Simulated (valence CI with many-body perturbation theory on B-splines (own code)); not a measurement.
The numbers below are computed, except where a source is named.
## Energy levels of Pt VI

Method: valence CI with perturbative core correlation (CI+MBPT): five valence electrons over a frozen Dirac-Fock core [Xe] 4f14, a basis of 7 s, 7 p, 8 d, 6 f, 4 g, 1 h functions for each j, with the one-electron correlation potential Σ1, the two-electron term Σ2, the three-electron term Σ3, Breit, model QED; selected CI, second order for the rest (own B-spline code, finite nucleus).

No measured levels were compared; by estimate terms of the open shell hold to 2 to 4 % of their energy, and close levels can change places; different configurations can be misplaced against each other by 1,000 to 8,000 cm⁻¹. Among the levels kept, up to 2100 cm⁻¹ of a level comes from second order outside the variational space, and about a tenth of that is noise between levels of different J, which matters for small intervals.

Levels 46 to 90 of 219, with energies above the lowest level, (5d3/2^3 5d5/2^2) J=5/2 [a]. "Leading %" is the weight of the configuration and term that name the level; weights of strongly mixed levels are sums over their largest components and can fall short. In the jj column 3d3/2^4 stands for four electrons in 3d with j = 3/2.

```csv
No.,Configuration,Term,J,E (eV),Leading %,Second component,g,Leading jj
46,5d4 6s,4D,5/2,17.114,42,23 % 5d4 6s 4G,1.070,5d3/2^3 5d5/2 6s (58 %)
47,5d4 6s,4H,9/2,17.185,46,19 % 5d4 6s 4G,1.106,5d3/2^2 5d5/2^2 6s (45 %)
48,5d4 6s,4P,1/2,17.222,48,24 % 5d4 6s 4D,2.046,5d3/2^2 5d5/2^2 6s (66 %)
49,5d4 6s,4H,11/2,17.869,72,23 % 5d4 6s 4G,1.160,5d3/2^2 5d5/2^2 6s (95 %)
50,5d4 6s,4D,7/2,17.904,52,26 % 5d4 6s 4H,1.177,5d3/2^2 5d5/2^2 6s (88 %)
51,5d4 6s,4D,5/2,17.906,37,28 % 5d4 6s 4G,1.066,5d3/2^2 5d5/2^2 6s (59 %)
52,5d4 6s,4G,7/2,17.944,38,17 % 5d4 6s 4F,1.073,5d3/2^3 5d5/2 6s (44 %)
53,5d4 6s,4F,3/2,17.962,62,13 % 5d4 6s 2D,0.711,5d3/2^2 5d5/2^2 6s (66 %)
54,5d4 6s,4P,3/2,18.183,56,35 % 5d4 6s 4D,1.502,5d3/2^2 5d5/2^2 6s (77 %)
55,5d4 6s,4G,5/2,18.238,26,17 % 5d4 6s 4F,1.018,5d3/2^2 5d5/2^2 6s (57 %)
56,5d4 6s,4H,13/2,18.242,76,22 % 5d4 6s 2I,1.196,5d3/2^2 5d5/2^2 6s (84 %)
57,5d4 6s,4H,9/2,18.514,36,18 % 5d4 6s 2H,1.097,5d3/2^2 5d5/2^2 6s (59 %)
58,5d4 6s,4D,5/2,18.808,36,30 % 5d4 6s 4P,1.323,5d3/2^2 5d5/2^2 6s (77 %)
59,5d4 6s,4D,1/2,18.882,50,39 % 5d4 6s 2P,0.487,5d3/2^2 5d5/2^2 6s (87 %)
60,5d4 6s,4G,9/2,18.883,58,23 % 5d4 6s 2G,1.121,5d3/2^2 5d5/2^2 6s (83 %)
61,5d4 6s,2I,11/2,19.052,40,38 % 5d4 6s 2H,1.054,5d3/2^2 5d5/2^2 6s (92 %)
62,5d4 6s,4D,7/2,19.103,48,34 % 5d4 6s 4F,1.313,5d3/2^2 5d5/2^2 6s (68 %)
63,5d4 6s,4G,7/2,19.183,33,30 % 5d4 6s 2G,1.075,5d3/2^2 5d5/2^2 6s (60 %)
64,5d4 6s,2H,9/2,19.357,40,39 % 5d4 6s 4F,1.146,5d3/2^2 5d5/2^2 6s (63 %)
65,5d4 6s,4D,3/2,19.465,48,18 % 5d4 6s 2P,1.111,5d3/2^2 5d5/2^2 6s (54 %)
66,5d4 6s,4P,5/2,19.730,30,16 % 5d4 6s 4F,1.240,5d3/2^2 5d5/2^2 6s (47 %)
67,5d4 6s,2G,7/2,19.817,45,26 % 5d4 6s 4D,1.094,5d3/2 5d5/2^3 6s (52 %)
68,5d4 6s,4G,11/2,19.978,58,20 % 5d4 6s 4H,1.184,5d3/2 5d5/2^3 6s (90 %)
69,5d4 6s,2G,7/2,20.239,38,24 % 5d4 6s 2F,1.061,5d3/2 5d5/2^3 6s (71 %)
70,5d4 6s,2D,5/2,20.243,37,20 % 5d4 6s 4F,1.134,5d3/2^2 5d5/2^2 6s (42 %)
71,5d4 6s,4D,1/2,20.406,67,20 % 5d4 6s 2P,0.433,5d3/2 5d5/2^3 6s (88 %)
72,5d4 6s,2F,5/2,20.420,60,15 % 5d4 6s 4P,1.052,5d3/2 5d5/2^3 6s (59 %)
73,5d4 6s,2I,13/2,20.434,76,22 % 5d4 6s 4H,1.112,5d3/2 5d5/2^3 6s (84 %)
74,5d4 6s,2D,3/2,20.448,43,28 % 5d4 6s 2P,0.925,5d3/2^2 5d5/2^2 6s (64 %)
75,5d4 6s,2G,9/2,20.823,66,12 % 5d4 6s 4F,1.130,5d3/2 5d5/2^3 6s (62 %)
76,5d4 6s,2D,3/2,20.887,52,23 % 5d4 6s 4D,1.014,5d3/2 5d5/2^3 6s (50 %)
77,5d4 6s,2H,11/2,20.935,50,44 % 5d4 6s 2I,1.020,5d3/2 5d5/2^3 6s (96 %)
78,5d4 6s,4P,5/2,21.244,49,16 % 5d4 6s 4D,1.374,5d3/2^2 5d5/2^2 6s (62 %)
79,5d4 6s,2G,9/2,21.250,45,38 % 5d4 6s 4F,1.167,5d3/2 5d5/2^3 6s (49 %)
80,5d4 6s,2G,7/2,21.597,37,29 % 5d4 6s 2F,1.069,5d3/2^2 5d5/2^2 6s (60 %)
81,5d4 6s,2S,1/2,21.646,61,22 % 5d4 6s 4P,1.941,5d3/2 5d5/2^3 6s (80 %)
82,5d4 6s,2F,7/2,21.712,57,16 % 5d4 6s 4D,1.165,5d3/2 5d5/2^3 6s (72 %)
83,5d4 6s,4F,3/2,21.762,44,31 % 5d4 6s 2P,0.854,5d3/2 5d5/2^3 6s (63 %)
84,5d4 6s,4F,5/2,21.937,36,27 % 5d4 6s 2D,1.190,5d3/2 5d5/2^3 6s (55 %)
85,5d4 6s,2F,5/2,22.121,47,30 % 5d4 6s 2D,1.080,5d3/2 5d5/2^3 6s (74 %)
86,5d4 6s,4P,3/2,22.253,52,18 % 5d4 6s 4F,1.320,5d3/2^2 5d5/2^2 6s (50 %)
87,5d4 6s,4F,9/2,22.717,50,36 % 5d4 6s 2G,1.220,5d5/2^4 6s (71 %)
88,5d4 6s,4F,7/2,22.926,49,34 % 5d4 6s 2F,1.166,5d3/2 5d5/2^3 6s (66 %)
89,5d4 6s,4F,5/2,22.935,40,24 % 5d4 6s 2D,1.107,5d3/2 5d5/2^3 6s (60 %)
90,5d4 6s,2D,3/2,23.097,38,29 % 5d4 6s 4P,1.101,5d3/2 5d5/2^3 6s (44 %)
```

Where two levels of one J and parity lie close, their mixing, g and order are uncertain.
